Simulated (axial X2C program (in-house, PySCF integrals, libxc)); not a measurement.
# Outer orbitals of HfH⁻ at 1.903 Å, PBE0

Calculated with an in-house all-electron X2C program for linear molecules (integrals from PySCF). Spin-free means the one-electron spin-free X2C Hamiltonian; two-component (2c) means X2C with spin–orbit coupling and atomic mean-field two-electron Coulomb and Gaunt terms, so the difference of the two also holds small scalar two-electron terms. Basis: Hf dyall-acv3z [14s15p10d7f4g], H dyall-av3z [7s3p2d] (cores contracted in-house); Gaussian nuclei, density fitting, unrestricted open shells. Masses: Hf 179.947 u, H 1.008 u.

The distance is close to the 2c PBE0 minimum; the highest filled and lowest empty levels are listed.

Spin-free orbitals, state M_S = 1, Λ = 0 (beyond evenly filled blocks: π+α, π-α) (Löwdin shares):

```json
{"symmetry": "φ+α", "occupied": "yes", "ε (eV)": "-15.58", "atomic character": "100% Hf f"}
{"symmetry": "φ-α", "occupied": "yes", "ε (eV)": "-15.58", "atomic character": "100% Hf f"}
{"symmetry": "φ+β", "occupied": "yes", "ε (eV)": "-15.55", "atomic character": "100% Hf f"}
{"symmetry": "φ-β", "occupied": "yes", "ε (eV)": "-15.55", "atomic character": "100% Hf f"}
{"symmetry": "δ-α", "occupied": "yes", "ε (eV)": "-15.38", "atomic character": "100% Hf f"}
{"symmetry": "δ+α", "occupied": "yes", "ε (eV)": "-15.38", "atomic character": "100% Hf f"}
{"symmetry": "π-α", "occupied": "yes", "ε (eV)": "-15.21", "atomic character": "100% Hf f"}
{"symmetry": "π+α", "occupied": "yes", "ε (eV)": "-15.21", "atomic character": "100% Hf f"}
{"symmetry": "δ-β", "occupied": "yes", "ε (eV)": "-15.19", "atomic character": "100% Hf f"}
{"symmetry": "δ+β", "occupied": "yes", "ε (eV)": "-15.19", "atomic character": "100% Hf f"}
{"symmetry": "σα", "occupied": "yes", "ε (eV)": "-15.16", "atomic character": "100% Hf f"}
{"symmetry": "σβ", "occupied": "yes", "ε (eV)": "-15.09", "atomic character": "100% Hf f"}
{"symmetry": "π+β", "occupied": "yes", "ε (eV)": "-15.09", "atomic character": "100% Hf f"}
{"symmetry": "π-β", "occupied": "yes", "ε (eV)": "-15.09", "atomic character": "100% Hf f"}
{"symmetry": "σα", "occupied": "yes", "ε (eV)": "-3.31", "atomic character": "55% H s, 28% Hf s, 10% Hf d"}
{"symmetry": "σβ", "occupied": "yes", "ε (eV)": "-2.95", "atomic character": "59% H s, 21% Hf s, 10% Hf d"}
{"symmetry": "σα", "occupied": "yes", "ε (eV)": "-0.36", "atomic character": "43% Hf s, 23% Hf p, 18% Hf d"}
{"symmetry": "σβ", "occupied": "yes", "ε (eV)": "0.05", "atomic character": "46% Hf s, 29% Hf d, 10% H s"}
{"symmetry": "π-α", "occupied": "yes", "ε (eV)": "0.88", "atomic character": "83% Hf d, 12% Hf p, 3% H p"}
{"symmetry": "π+α", "occupied": "yes", "ε (eV)": "0.88", "atomic character": "83% Hf d, 12% Hf p, 3% H p"}
{"symmetry": "π-α", "occupied": "no", "ε (eV)": "1.76", "atomic character": "96% Hf p, 3% Hf d"}
{"symmetry": "π+α", "occupied": "no", "ε (eV)": "1.76", "atomic character": "96% Hf p, 3% Hf d"}
{"symmetry": "σα", "occupied": "no", "ε (eV)": "1.80", "atomic character": "96% Hf p, 3% Hf s"}
{"symmetry": "π-β", "occupied": "no", "ε (eV)": "1.92", "atomic character": "100% Hf p"}
{"symmetry": "π+β", "occupied": "no", "ε (eV)": "1.92", "atomic character": "100% Hf p"}
{"symmetry": "σβ", "occupied": "no", "ε (eV)": "1.92", "atomic character": "91% Hf p, 8% Hf s"}
```

The highest filled level is positive, so this functional does not bind it, and the empty levels of an anion are set by the basis.

The lowest two-component determinant found has another configuration (Ω = 2 (⟨Sz⟩ = -0.92, ⟨Lz⟩ = 2.92 at PBE0)), so the levels differ by more than spin–orbit coupling. Its spinors:

```tsv
ω	occupied	ε (eV)	atomic character	λ mixture
5/2	yes	-16.36	100% Hf f	88% φ, 12% δ
3/2	yes	-16.32	100% Hf f	75% δ, 25% π
1/2	yes	-16.27	100% Hf f	60% π, 40% σ
-1/2	yes	-16.23	100% Hf f	55% π, 45% σ
-3/2	yes	-16.21	100% Hf f	70% δ, 30% π
-5/2	yes	-16.20	100% Hf f	84% φ, 16% δ
-7/2	yes	-14.62	100% Hf f	100% φ
-5/2	yes	-14.61	100% Hf f	84% δ, 16% φ
-3/2	yes	-14.57	100% Hf f	70% π, 30% δ
-1/2	yes	-14.56	100% Hf f	55% σ, 45% π
1/2	yes	-14.56	100% Hf f	60% σ, 40% π
3/2	yes	-14.55	100% Hf f	75% π, 25% δ
5/2	yes	-14.54	100% Hf f	88% δ, 12% φ
7/2	yes	-14.52	100% Hf f	100% φ
-1/2	yes	-3.61	57% H s, 24% Hf s, 12% Hf d	100% σ
1/2	yes	-3.46	58% H s, 19% Hf s, 13% Hf d	100% σ
-1/2	yes	-0.59	46% Hf s, 23% Hf d, 15% Hf p	100% σ
1/2	yes	0.22	51% Hf s, 19% Hf p, 16% Hf d	98% σ, 2% π
3/2	yes	0.53	99% Hf d	98% δ, 2% π
1/2	yes	0.93	70% Hf d, 26% Hf p	92% π, 8% σ
-3/2	no	1.74	100% Hf p	100% π
1/2	no	1.76	95% Hf p, 4% Hf d	89% π, 11% σ
-1/2	no	1.77	94% Hf p, 5% Hf s	100% σ
1/2	no	1.79	92% Hf p, 5% Hf s, 2% Hf d	89% σ, 11% π
```

The highest filled level is positive, so this functional does not bind it, and the empty levels of an anion are set by the basis.

How does the gap between the highest filled and lowest empty level change from the spin-free to the 2c table?

From 0.88 to 0.81 eV at PBE0, a change of -0.07 eV.

Mulliken charges and populations of the two-component result (they depend on the basis, above all on diffuse functions):

Hf -0.75 e (s 11.86 p 24.56 d 22.31 f 14.01), H -0.25 e (s 1.19 p 0.06 d 0.01). ⟨Lz⟩ = 2.92 ħ and ⟨Sz⟩ = -0.92 ħ (-0.90 and -0.02 on the two atoms), which add up to Ω.

Occupations by symmetry block were frozen at the best pattern of an incomplete PBE0 search. Density functionals use the spin component along the axis (collinear). PBE0 can misorder states that lie within some tenths of an eV, so this need not be the ground state of the molecule. The nearest other spin-free determinant of the search, M_S = 1, Λ = 0, lies 0.006 eV up at the distance of the search. The functionals have no current-density term, which raises determinants with orbital currents, atoms included. With several unpaired electrons one determinant need not be a pure state. A state of lower Ω lies just above, and one determinant can place such states too high, so the state shown need not be the lowest. The search has Ω = 1 only 0.09 eV up. The highest occupied level of some functionals is positive through self-interaction error; at Hartree–Fock it is bound.
